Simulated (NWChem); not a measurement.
System meant: CH5ClFNSi; SMILES NC[Si@H](F)Cl

Here is an NWChem input.

```
start job
memory heap 200 mb stack 900 mb global 1100 mb
geometry units angstroms noautoz
  N     -0.398765     2.629157    -0.039807
  C     -0.917501     1.264743    -0.269202
  Si     0.237635    -0.078962     0.363337
  F      1.655961     0.078960    -0.393016
  Cl    -0.488799    -1.983383    -0.020599
  H     -0.260387     2.801653     0.954610
  H      0.508118     2.745169    -0.488613
  H     -1.096272     1.134911    -1.343676
  H     -1.901786     1.177884     0.207775
  H      0.499794     0.032591     1.817787
end
basis spherical
  * library def2-svp
end
dft
  odft
  mult 2
  xc xpbe96 cpbe96
  iterations 150
  mulliken
end
task dft energy
```

End of the output:

```
 Summary of "ao basis" -> "ao basis" (spherical)
 ------------------------------------------------------------------------------
       Tag                 Description            Shells   Functions and Types
 ---------------- ------------------------------  ------  ---------------------
 N                          def2-svp                 6       14   3s2p1d
 C                          def2-svp                 6       14   3s2p1d
 Si                         def2-svp                 8       18   4s3p1d
 F                          def2-svp                 6       14   3s2p1d
 Cl                         def2-svp                 8       18   4s3p1d
 H                          def2-svp                 3        5   2s1p

 Summary of "ao basis" -> "ao basis" (spherical)
 ------------------------------------------------------------------------------
       Tag                 Description            Shells   Functions and Types
 ---------------- ------------------------------  ------  ---------------------
 N                          def2-svp                 6       14   3s2p1d
 C                          def2-svp                 6       14   3s2p1d
 Si                         def2-svp                 8       18   4s3p1d
 F                          def2-svp                 6       14   3s2p1d
 Cl                         def2-svp                 8       18   4s3p1d
 H                          def2-svp                 3        5   2s1p

  number of electrons :                   58
  multiplicity        :                    2
 ------------------------------------------------------------------------
  no. of electrons and multiplicity not compatible                  58
 ------------------------------------------------------------------------
 ------------------------------------------------------------------------
  current input line :
    25: task dft energy
 ------------------------------------------------------------------------
 ------------------------------------------------------------------------
 There is an error in the input file
 ------------------------------------------------------------------------
 For more information see the NWChem manual at https://nwchemgit.github.io

0: no. of electrons and multiplicity not compatible:Received an Error in Communication
```

Problem. Find the fault in this run and fix the input.

Solution. The input was rejected before any calculation. Cause: the multiplicity doesn't fit the number of electrons (an even count wants an odd multiplicity, and the reverse). This input runs:
```
start job
memory heap 200 mb stack 900 mb global 1100 mb
geometry units angstroms noautoz
  N     -0.398765     2.629157    -0.039807
  C     -0.917501     1.264743    -0.269202
  Si     0.237635    -0.078962     0.363337
  F      1.655961     0.078960    -0.393016
  Cl    -0.488799    -1.983383    -0.020599
  H     -0.260387     2.801653     0.954610
  H      0.508118     2.745169    -0.488613
  H     -1.096272     1.134911    -1.343676
  H     -1.901786     1.177884     0.207775
  H      0.499794     0.032591     1.817787
end
basis spherical
  * library def2-svp
end
dft
  xc xpbe96 cpbe96
  iterations 150
  mulliken
end
task dft energy
```
It converges to -944.56239 Ha (PBE/def2-SVP).
